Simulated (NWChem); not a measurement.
System: diphosphane (P2H4); SMILES PP

The following NWChem deck was run.

```
start job
memory heap 200 mb stack 900 mb global 1100 mb
geometry units angstroms noautoz
  P     -0.000034    -1.111516    -0.065318
  P     -0.000034     1.111516     0.065318
  H      1.022314    -1.257874     0.911959
  H     -1.022493    -1.257848     0.911847
  H      1.022320     1.257874    -0.911954
  H     -1.022488     1.257849    -0.911852
end
basis spherical
  P library def2-tzvp
  H library def2-tzvp
end
dft
  xc xtpss03 ctpss03
  iterations 150
  mulliken
end
task dft energy
```

Coordinates come from a PBE0-D3(BJ)/def2-TZVP optimisation.

Task: What results follow from this input? (TPSS/def2-TZVP.) Quantities: energy (Ha); highest occupied level (eV); orbital gap (eV).

Result: 
```
Quantity                       Value
---------------------------  -------
energy (Ha)                  -685.17
highest occupied level (eV)    -5.94
orbital gap (eV)                5.05
```
